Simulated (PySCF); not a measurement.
How exact exchange moves a shielding

Molecule: `InChI=1S/C2H6O3Si/c3-1-2-5-6-4/h1,4H,2,6H2`.

Bonds (- single, = double, # triple, : aromatic): O1=C2 1.203 Å, C2-C3 1.500 Å, C3-O4 1.372 Å, O4-Si5 1.683 Å, Si5-O6 1.660 Å. C2 carries H7; C3 carries H8, H9; Si5 carries H10, H11; O6 carries H12.

GIAO shieldings (ppm, equivalent atoms averaged) in PySCF on the PBE0-D3(BJ)/def2-SVP geometry, basis pcSseg-1, gas phase, non-relativistic:

```tsv
functional	exact exchange (%)	σ(O6)	σ(O4)	σ(C3)	σ(Si5)
BLYP	0	262.2	291.4	94.6	364.5
BP86	0	263.7	297.1	99.6	367.6
PBE	0	263.4	295.7	99.8	367.8
B3LYP	20	270.9	304.3	101.3	376.5
mPW1PW91	25	274.2	310.3	107.0	383.2
BHandHLYP	50	281.0	318.8	110.1	396.3
HF	100	293.3	337.4	124.1	433.7
```

(1) Fit each shielding as a line in the percentage of exact exchange.

(2) What does the line predict for PBE0 (25 %), and what does the run give?

## Answers

(1) σ(O6) = 264.1 + 0.31 x (rms 1.5 ppm); σ(O4) = 295.8 + 0.43 x (rms 2.4 ppm); σ(C3) = 98.0 + 0.26 x (rms 2.0 ppm); σ(Si5) = 365.7 + 0.66 x (rms 1.9 ppm). The functionals also differ in their semilocal parts, which the line can't hold; Hartree–Fock has no correlation at all.

(2) σ(O6): 271.9 predicted, 274.0 computed; σ(O4): 306.6 predicted, 310.7 computed; σ(C3): 104.5 predicted, 107.6 computed; σ(Si5): 382.2 predicted, 383.6 computed ppm.
